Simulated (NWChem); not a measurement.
System: AgH3O; SMILES [OH2]->[AgH]

NWChem input:

```
start job
memory heap 200 mb stack 900 mb global 1100 mb
geometry units angstroms noautoz
  Ag     0.001313    -0.296693    -0.054577
  H      0.008077    -1.893236     0.057982
  O     -0.008254     1.964401    -0.153109
  H     -0.780985     2.303980     0.339252
  H      0.761770     2.310501     0.338952
end
basis spherical
  * library def2-svp
end
ecp
  Ag library def2-ecp
end
dft
  xc b3lyp
  iterations 150
end
tddft
  cis
  nroots 8
  notriplet
end
task tddft energy
```

Parts of the log:

```
             Northwest Computational Chemistry Package (NWChem) 7.3.0
             --------------------------------------------------------

 CS  symmetry detected

                             Geometry "geometry" -> ""
                             -------------------------

 Output coordinates in angstroms (scale by  1.889725989 to convert to a.u.)

  No.       Tag          Charge          X              Y              Z
 ---- ---------------- ---------- -------------- -------------- --------------
    1 Ag                  47.0000    -0.00838232    -0.37405362     0.00000000
    2 H                    1.0000     0.07660457    -1.97231582     0.00000000
    3 O                    8.0000    -0.06787455     1.88842441     0.00000000
    4 H                    1.0000     0.43018034     2.22272032    -0.77138441
    5 H                    1.0000     0.43018034     2.22272032     0.77138441

 Effective nuclear repulsion energy (a.u.)     131.9300913854

      Symmetry information
      --------------------

 Group name             Cs
 Group number              2
 Group order               2
 No. of unique centers     4

                                 NWChem DFT Module
                                 -----------------

 Summary of "ao basis" -> "ao basis" (spherical)
 ------------------------------------------------------------------------------
       Tag                 Description            Shells   Functions and Types
 ---------------- ------------------------------  ------  ---------------------
 Ag                         def2-svp                11       31   5s3p2d1f
 H                          def2-svp                 3        5   2s1p
 O                          def2-svp                 6       14   3s2p1d

      Symmetry analysis of basis
      --------------------------

        a'         40
        a"         20

            General Information
            -------------------
          SCF calculation type: DFT
          Wavefunction type:  closed shell.
          No. of atoms     :     5
          No. of electrons :    30
           Alpha electrons :    15
            Beta electrons :    15
          Charge           :     0
          Spin multiplicity:     1
          Use of symmetry is: off; symmetry adaption is: on
          Maximum number of iterations: 150
          AO basis - number of functions:    60
                     number of shells:    26
          Convergence on energy requested:  1.00D-06
          Convergence on density requested:  1.00D-05
          Convergence on gradient requested:  5.00D-04

              XC Information
              --------------
                         B3LYP Method XC Potential
                     Hartree-Fock (Exact) Exchange  0.200
                        Slater Exchange Functional  0.800 local
                    Becke 1988 Exchange Functional  0.720 non-local
              Lee-Yang-Parr Correlation Functional  0.810
                  VWN I RPA Correlation Functional  0.190 local

             Grid Information
             ----------------
          Grid used for XC integration:  medium
          Radial quadrature: Mura-Knowles
          Angular quadrature: Lebedev.
          Tag              B.-S. Rad. Rad. Pts. Rad. Cut. Ang. Pts.
          ---              ---------- --------- --------- ---------
          Ag                  1.60      123           9.0       590
          H                   0.35       45          11.0       434
          O                   0.60       49          10.0       434
          Grid pruning is: on
          Number of quadrature shells:   307
          Spatial weights used:  Erf1

      Superposition of Atomic Density Guess
      -------------------------------------

 Sum of atomic energies:        -243.84553088

      Non-variational initial energy
      ------------------------------

 Total energy =    -222.212765
 1-e energy   =    -481.047299
 2-e energy   =     199.334680
 HOMO         =      -0.400780
 LUMO         =      -0.041104

[...]

                                NWChem TDDFT Module
                                -------------------

            General Information
            -------------------
           No. of orbitals :     120
            Alpha orbitals :      60
             Beta orbitals :      60
        Alpha frozen cores :       0
         Beta frozen cores :       0
     Alpha frozen virtuals :       0
      Beta frozen virtuals :       0
         Spin multiplicity :       1
    Number of AO functions :      60
        Use of symmetry is : off
      Symmetry adaption is : on
         Schwarz screening :  0.10D-07

              XC Information
              --------------
                  B3LYP Method XC Potential
              Hartree-Fock (Exact) Exchange   0.20
                 Slater Exchange Functional   0.80 local
             Becke 1988 Exchange Functional   0.72 non-local
       Lee-Yang-Parr Correlation Functional   0.81
           VWN I RPA Correlation Functional   0.19 local

             TDDFT Information
             -----------------
          Calculation type : Tamm-Dancoff TDDFT
         Wavefunction type : Restricted singlets
          No. of electrons :      30
           Alpha electrons :      15
            Beta electrons :      15
              No. of roots :       8
          Max subspacesize :    5600
            Max iterations :     100
               Target root :       1
           Target symmetry : none
      Symmetry restriction : off
                 Algorithm : Optimal
        Davidson threshold :  0.10D-03

    8 smallest eigenvalue differences (eV)
--------------------------------------------------------
  No. Spin  Occ  Vir  Irrep   E(Occ)    E(Vir)   E(Diff)
--------------------------------------------------------
    1    1   15   16 a'       -0.219    -0.043     4.793
    2    1   15   17 a"       -0.219     0.001     5.997
    3    1   15   18 a'       -0.219     0.008     6.180
    4    1   14   16 a'       -0.308    -0.043     7.201
    5    1   13   16 a"       -0.308    -0.043     7.201
    6    1   12   16 a'       -0.310    -0.043     7.266
    7    1   11   16 a"       -0.314    -0.043     7.389
    8    1   15   19 a'       -0.219     0.060     7.591
--------------------------------------------------------

  Entering Davidson iterations
  Restricted singlet excited states

  Iter   NTrls   NConv    DeltaV     DeltaE      Time
  ----  ------  ------  ---------  ---------  ---------
    1      8       0     0.96E-01   0.10+100        5.9
    2     16       0     0.32E-01   0.16E-01        6.1
    3     24       0     0.19E-01   0.17E-02        6.0
    4     32       0     0.71E-02   0.51E-03        5.8
    5     40       5     0.20E-02   0.80E-04        5.7
    6     43       7     0.56E-03   0.75E-05        2.8
    7     44       7     0.19E-03   0.59E-06        2.0
    8     45       8     0.74E-04   0.10E-06        2.0
  ----  ------  ------  ---------  ---------  ---------
  Convergence criterion met

  Ground state a'       -223.969111568638 a.u.

  ----------------------------------------------------------------------------
  Root   1 singlet a'             0.157752544 a.u.                4.2927 eV
  ----------------------------------------------------------------------------
     Transition Moments    X  0.27102   Y  1.15701   Z  0.00000
     Dipole Oscillator Strength                    0.1485107084
     Electric Quadrupole                           0.0000000996
     Magnetic Dipole                               0.0000000206
     Total Oscillator Strength                     0.1485108286

     Occ.   10  a'  ---  Virt.   16  a'       0.10619
     Occ.   15  a'  ---  Virt.   16  a'       0.98106
     Occ.   15  a'  ---  Virt.   19  a'       0.09787
     Occ.   15  a'  ---  Virt.   21  a'       0.05300
  ----------------------------------------------------------------------------
  Root   2 singlet a"             0.200259613 a.u.                5.4493 eV
  ----------------------------------------------------------------------------
     Transition Moments    X -0.00000   Y  0.00000   Z  1.56248
     Dipole Oscillator Strength                    0.3259332053
     Electric Quadrupole                           0.0000001887
     Magnetic Dipole                               0.0000004563
     Total Oscillator Strength                     0.3259338504

     Occ.   11  a"  ---  Virt.   16  a'      -0.16041
     Occ.   13  a"  ---  Virt.   18  a'      -0.09893
     Occ.   14  a'  ---  Virt.   17  a"       0.11002
     Occ.   15  a'  ---  Virt.   17  a"      -0.96937
  ----------------------------------------------------------------------------
  Root   3 singlet a'             0.207117147 a.u.                5.6359 eV
  ----------------------------------------------------------------------------
     Transition Moments    X  1.54389   Y -0.18005   Z  0.00000
     Dipole Oscillator Strength                    0.3336003598
     Electric Quadrupole                           0.0000002579
     Magnetic Dipole                               0.0000003645
     Total Oscillator Strength                     0.3336009822

     Occ.   10  a'  ---  Virt.   16  a'      -0.06641
     Occ.   12  a'  ---  Virt.   16  a'      -0.21955
     Occ.   13  a"  ---  Virt.   17  a"      -0.11955
     Occ.   14  a'  ---  Virt.   18  a'      -0.10652
     Occ.   15  a'  ---  Virt.   18  a'      -0.95287
  ----------------------------------------------------------------------------
  Root   4 singlet a'             0.219238954 a.u.                5.9658 eV
  ----------------------------------------------------------------------------
     Transition Moments    X -0.08044   Y  0.05485   Z  0.00000
     Dipole Oscillator Strength                    0.0013855096
     Electric Quadrupole                           0.0000000125
     Magnetic Dipole                               0.0000000104
     Total Oscillator Strength                     0.0013855325

[...]
```

Level: B3LYP/def2-SVP with def2 effective core potentials on Ag, TDA. All runs use the structure optimised with PBE-D3(BJ)/def2-SVP. def2 effective core potentials on Ag; no spin-orbit coupling.
